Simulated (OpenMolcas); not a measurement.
Ionisation energies of arsenic

```
Program             : OpenMolcas 26.06
Basis               : ANO-R3 [7s6p5d3f2g]
Scalar Hamiltonian  : X2C, finite nucleus
Spin-orbit coupling : state interaction with AMFI integrals over the reference wave functions, term energies averaged over their components
```

Active shells in each charge state: the valence s, p shells, with orbitals averaged over the low states. Where CASPT2's correlated closed shells are named, they are those of the first ion.

A. CASSCF
B. SS-CASPT2, IPEA 0.25 Eh, imaginary shift 0.1 Eh (closed shells correlated: 3s 3p 3d)

Energies in eV between the lowest computed levels (charge -1 gives the electron affinity), named as in B; reference values from the NIST Atomic Spectra Database with their kind.

```tsv
From	To	A	B	Spin-orbit share in B	Reference
As- 4s2 4p4 3P2	As 4s2 4p3 4S* 3/2	-0.588	0.233	+0.057	
As 4s2 4p3 4S* 3/2	As+ 4s2 4p2 3P0	9.021	9.747	-0.198	9.789 (measured)
As+ 4s2 4p2 3P0	As2+ 4s2 4p 2P* 1/2	17.639	18.492	-0.012	18.589 (measured)
As2+ 4s2 4p 2P* 1/2	As3+ 4s2 1S0	27.138	28.238	+0.220	28.349 (measured)
As3+ 4s2 1S0	As4+ 4s 2S 1/2	48.909	49.731	+0.000	50.150 (measured)
As4+ 4s 2S 1/2	As5+ 3d10 1S0	61.682	62.806	+0.000	62.770 (measured)
```

Error against the reference values, in %:

```json
{"From": "As", "Reference": "measured", "A": "-7.8", "B": "-0.4"}
{"From": "As+", "Reference": "measured", "A": "-5.1", "B": "-0.5"}
{"From": "As2+", "Reference": "measured", "A": "-4.3", "B": "-0.4"}
{"From": "As3+", "Reference": "measured", "A": "-2.5", "B": "-0.8"}
{"From": "As4+", "Reference": "measured", "A": "-1.7", "B": "+0.1"}
```

Mean absolute error over the 5 measured values: A 1.05 eV, B 0.14 eV. B lies closest.

No diffuse functions were added, so the electron affinity comes out too small, and without dynamic correlation a bound anion can come out unbound.

* marks odd parity.
